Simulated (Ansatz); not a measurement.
`F[B](F)[AlH2]` + `O[SiH](O)Br` → `O[SiH](Br)[O][AlH2]` + `FBF`  (cleavage of the Al–B bond)

Computed with Ansatz on PBE0-D4/def2-TZVP structures; ΔE is electronic, products minus reactants. CCSD(T)/CBS is the MP2 limit (def2-TZVPP, def2-QZVPP) plus CCSD(T) − MP2 in def2-TZVPP, frozen cores. This one scheme is used for every species. DFT in def2-TZVPP. B3LYP here is the variant with VWN-RPA as its local correlation; programs differ in this. For Br outer-core shells are correlated without core-valence functions, which leaves a few kJ/mol of doubt a bond. Scalar relativity is left out up to krypton. Each species was taken in one conformer, which may not be the lowest.

`F[B](F)[AlH2]`:

```xyz
6

F    -0.045    1.677   -1.320
B    -0.327    1.038   -0.193
F    -1.030    1.740    0.685
Al    0.310   -0.986    0.183
H     1.709   -1.266    0.879
H    -0.618   -2.204   -0.234
```

`O[SiH](O)Br`:

```xyz
7

O    -0.876    0.987   -0.889
Si   -0.178   -0.292   -0.176
O    -0.025   -0.019    1.424
Br    1.863   -0.682   -0.985
H    -0.493    1.855   -0.750
H    -1.021   -1.452   -0.498
H     0.732   -0.397    1.874
```

`O[SiH](Br)[O][AlH2]`:

```xyz
9

O    -1.745   -0.834   -1.072
Si   -1.094   -0.379    0.349
Br   -1.952    1.596    0.941
O     0.501   -0.215    0.300
Al    2.085    0.321    0.045
H    -1.842   -0.179   -1.764
H    -1.495   -1.389    1.338
H     3.167   -0.091    1.115
H     2.375    1.169   -1.253
```

`FBF`:

Z-matrix (Å, degrees):
```
B
F 1 1.313
F 1 1.313 2 118.1
H 1 1.191 2 121.0 3 180.0
```

```tsv
level	ΔE (kJ/mol)	difference from CCSD(T)/CBS
PBE-D4	-177.5	24.1
PBE0-D4	-186.3	15.3
B3LYP-D4	-201.8	-0.2
ωB97X-V	-195.2	6.4
ωB97M-V	-199.4	2.2
B2PLYP	-205.0	-3.4
PBE	-175.0	26.6
r2SCAN	-197.7	3.9
B3LYP	-197.9	3.7
HF/def2-TZVPP	-218.2	-16.6
MP2/def2-TZVPP	-212.5	-10.9
CCSD/def2-TZVPP	-204.2	-2.6
SCS-MP2/def2-QZVPP	-212.8	-11.2
HF/CBS(def2)	-220.9	-19.3
MP2/CBS(def2)	-212.1	-10.5
CCSD/CBS(def2)	-203.7	-2.1
CCSD(T)/CBS	-201.6	0
```

Largest T1 diagnostic among the species: 0.014.

In def2-TZVPP, CCSD(T) changes the Hartree–Fock value by +16.1 kJ/mol (the triples alone add +2.1 kJ/mol) and MP2 by +5.7 kJ/mol. The D4 term adds −3.8 kJ/mol with B3LYP and −2.3 kJ/mol with PBE0; it sums over pairs of atoms, weighted by their polarisabilities, and B3LYP, whose exchange is more repulsive, gets the larger term. From PBE to PBE0 (25 % exact exchange), in def2-TZVPP and without D4, ΔE moves by −8.9 kJ/mol.
